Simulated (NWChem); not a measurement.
System: C3H3NS2; SMILES s1cncc1S

Output (shortened):

```
             Northwest Computational Chemistry Package (NWChem) 7.3.0
             --------------------------------------------------------

 C1  symmetry detected

                             Geometry "geometry" -> ""
                             -------------------------

 Output coordinates in angstroms (scale by  1.889725989 to convert to a.u.)

  No.       Tag          Charge          X              Y              Z
 ---- ---------------- ---------- -------------- -------------- --------------
    1 S                   16.0000    -0.05638771     2.15761193     0.05941489
    2 C                    6.0000    -0.18015205     0.41002817    -0.02111651
    3 C                    6.0000    -1.32944634    -0.34419956    -0.00693649
    4 N                    7.0000    -1.16067813    -1.69317129     0.01393194
    5 C                    6.0000     0.10162619    -1.99846422     0.01777530
    6 S                   16.0000     1.18689027    -0.65649865     0.01434608
    7 H                    1.0000     0.33448334     2.36580004    -1.21999977
    8 H                    1.0000    -2.33212613     0.08780078    -0.01256013
    9 H                    1.0000     0.48218205    -3.02340074     0.01652709

 Effective nuclear repulsion energy (a.u.)     330.1435436356

                                 NWChem DFT Module
                                 -----------------

 Summary of "ao basis" -> "ao basis" (spherical)
 ------------------------------------------------------------------------------
       Tag                 Description            Shells   Functions and Types
 ---------------- ------------------------------  ------  ---------------------
 S                          6-311g**                12       26   6s5p1d
 C                          6-311g**                 8       18   4s3p1d
 N                          6-311g**                 8       18   4s3p1d
 H                          6-311g**                 4        6   3s1p

            General Information
            -------------------
          SCF calculation type: DFT
          Wavefunction type:  closed shell.
          No. of atoms     :     9
          No. of electrons :    60
           Alpha electrons :    30
            Beta electrons :    30
          Charge           :     0
          Spin multiplicity:     1
          Use of symmetry is: off; symmetry adaption is: off
          Maximum number of iterations: 150
          AO basis - number of functions:   142
                     number of shells:    68
          Convergence on energy requested:  1.00D-06
          Convergence on density requested:  1.00D-05
          Convergence on gradient requested:  5.00D-04

              XC Information
              --------------
                         B3LYP Method XC Potential
                     Hartree-Fock (Exact) Exchange  0.200
                        Slater Exchange Functional  0.800 local
                    Becke 1988 Exchange Functional  0.720 non-local
              Lee-Yang-Parr Correlation Functional  0.810
                  VWN I RPA Correlation Functional  0.190 local

             Grid Information
             ----------------
          Grid used for XC integration:  medium
          Radial quadrature: Mura-Knowles
          Angular quadrature: Lebedev.
          Tag              B.-S. Rad. Rad. Pts. Rad. Cut. Ang. Pts.
          ---              ---------- --------- --------- ---------
          S                   1.00       88          13.0       590
          C                   0.70       49          12.0       434
          N                   0.65       49          12.0       434
          H                   0.35       45          14.0       434
          Grid pruning is: on
          Number of quadrature shells:   507
          Spatial weights used:  Erf1

      Superposition of Atomic Density Guess
      -------------------------------------

 Sum of atomic energies:        -963.76950943

      Non-variational initial energy
      ------------------------------

 Total energy =    -967.101331
 1-e energy   =   -1982.708259
 2-e energy   =     685.463385
 HOMO         =      -0.245336
 LUMO         =      -0.005419

     ---------------------------------------------
      Total Density - Mulliken Population Analysis
     ---------------------------------------------

    Atom       Charge   Shell Charges
 -----------   ------   -------------------------------------------------------
    1 S   16    16.10   0.77  1.19  0.95  1.04  1.08  0.79  1.85  4.06  0.98  2.65  0.69  0.04
    2 C    6     6.29   1.10  0.89  0.50  0.80  1.38  0.53  1.03  0.07
    3 C    6     5.95   1.10  0.89  0.56  0.82  1.45  0.37  0.69  0.08
    4 N    7     7.55   1.09  0.90  0.76  0.94  1.84  0.73  1.25  0.04
    5 C    6     5.91   1.10  0.89  0.49  0.80  1.33  0.45  0.75  0.08
    6 S   16    15.72   0.78  1.19  0.95  1.04  1.09  0.78  1.84  4.06  0.95  2.49  0.49  0.06
    7 H    1     0.80   0.19  0.46  0.12  0.03
    8 H    1     0.83   0.24  0.45  0.12  0.02
    9 H    1     0.83   0.24  0.44  0.12  0.02

   convergence    iter        energy       DeltaE   RMS-Dens  Diis-err
 ---------------- ----- ----------------- --------- --------- ---------
 d= 0,ls=0.0,diis     1   -967.2185127421 -1.30D+03  7.40D-03  1.95D+00
 d= 0,ls=0.0,diis     2   -967.1755423677  4.30D-02  7.81D-03  1.30D+00
 d= 0,ls=0.0,diis     3   -967.2362748531 -6.07D-02  3.64D-03  8.00D-01
 d= 0,ls=0.0,diis     4   -967.3235752075 -8.73D-02  1.17D-03  3.18D-02
 d= 0,ls=0.0,diis     5   -967.3271242779 -3.55D-03  4.40D-04  5.35D-03
  Resetting Diis
 d= 0,ls=0.0,diis     6   -967.3278355871 -7.11D-04  1.28D-04  3.75D-04
 d= 0,ls=0.0,diis     7   -967.3278734313 -3.78D-05  1.22D-04  8.86D-05
 d= 0,ls=0.0,diis     8   -967.3278365211  3.69D-05  8.27D-05  3.75D-04
 d= 0,ls=0.0,diis     9   -967.3278846433 -4.81D-05  7.38D-06  1.33D-06
 d= 0,ls=0.0,diis    10   -967.3278847950 -1.52D-07  2.13D-06  1.30D-07

[...]
```

Level: B3LYP/6-311G** (spherical d). All runs use the structure optimised with PBE0/def2-SVP.

**Question.** Which NWChem input produces such a log?

**Answer.** One answer among several that fit: the input that was run:
```
start job
memory heap 200 mb stack 900 mb global 1100 mb
geometry units angstroms noautoz
  S      0.137618     2.096673     0.406008
  C     -0.066872     0.373153     0.153987
  C     -1.244537    -0.301953    -0.063441
  N     -1.153703    -1.656497    -0.138292
  C      0.075763    -2.044123     0.019157
  S      1.220292    -0.781065     0.290117
  H      0.724521     2.379950    -0.780720
  H     -2.210535     0.194629    -0.174242
  H      0.396481    -3.088654    -0.018448
end
basis spherical
  S library 6-311g**
  C library 6-311g**
  N library 6-311g**
  H library 6-311g**
end
dft
  xc b3lyp
  iterations 150
  mulliken
end
task dft energy
```
